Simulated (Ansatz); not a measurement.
Geometry optimisation, Ansatz 0.2.0, RHF/def2-SVP.

input.yaml

```yaml
crystal:
  periodic: [false, false, false]
  atoms:
    - { symbol: Al, position_ang: [-0.020065, 0.275792, -0.347381] }
    - { symbol: Cl, position_ang: [-0.81154, 1.164702, 1.488555] }
    - { symbol: Cl, position_ang: [2.042263, 0.247012, -0.638671] }
    - { symbol: Cl, position_ang: [-1.343556, -0.223354, -1.875536] }
    - { symbol: "N", position_ang: [-0.150787, -2.10564, 1.625075] }
    - { symbol: H, position_ang: [-0.903863, -2.705741, 1.340399] }
    - { symbol: Si, position_ang: [1.300921, -2.890072, 2.202066] }
    - { symbol: H, position_ang: [1.702219, -3.892419, 1.194142] }
    - { symbol: H, position_ang: [2.350017, -1.865566, 2.370634] }
    - { symbol: H, position_ang: [1.111513, -3.579191, 3.502415] }
    - { symbol: H, position_ang: [-0.533721, -1.311825, 2.156903] }
basis:
  gaussian: { orbitals: def2-SVP }
hamiltonian:
  xc: hf
relax:
  f_tol: 0.03
  max_steps: 50
```

Run as:

```bash
$ ansatz run input.yaml --threads 2 --pin off --max-ram 3072MiB --backend cpu --events-out ev --progress --plain --runs-dir out
```

Question: Where does it end, and by what steps?

Answer: It converged. The force dipped under the threshold on the way, but the program's further checks kept it going. After 11 steps the energy has fallen by 1.242 eV; Cl4 moved furthest, 0.83 Å. Joined: Al1–N5 (3.09 → 2.02 Å).

```
step  energy less start (eV)  largest force component (eV/Å)  accepted
   0                  0.0000                           1.501       yes
   1                 -0.2989                           1.029       yes
   2                 -0.6071                           1.265       yes
   3                 -0.9027                           1.557       yes
   4                 -1.1161                           0.999       yes
   5                 -1.1816                           0.241       yes
   6                 -1.2093                           0.103       yes
   7                 -1.2315                           0.302       yes
   8                 -1.2310                           0.294        no
   9                 -1.2400                           0.029       yes
  10                 -1.2407                           0.085       yes
  11                 -1.2417                           0.005       yes
```

```xyz
11
Properties=species:S:1:pos:R:3
Al 0.000 -0.244 0.149
Cl -0.607 1.418 1.336
Cl 2.054 -0.268 -0.419
Cl -1.375 -0.870 -1.353
N -0.152 -1.755 1.479
H -0.838 -2.379 1.073
Si 1.322 -2.690 2.012
H 1.851 -3.374 0.828
H 2.246 -1.726 2.620
H 0.848 -3.665 3.014
H -0.607 -1.333 2.280
```

Whether the end is a true minimum wasn't checked by a vibrational analysis.

The run took 31 s on 2 threads of Arm Neoverse V2, with other jobs on the host, peak memory 0.33 GiB.
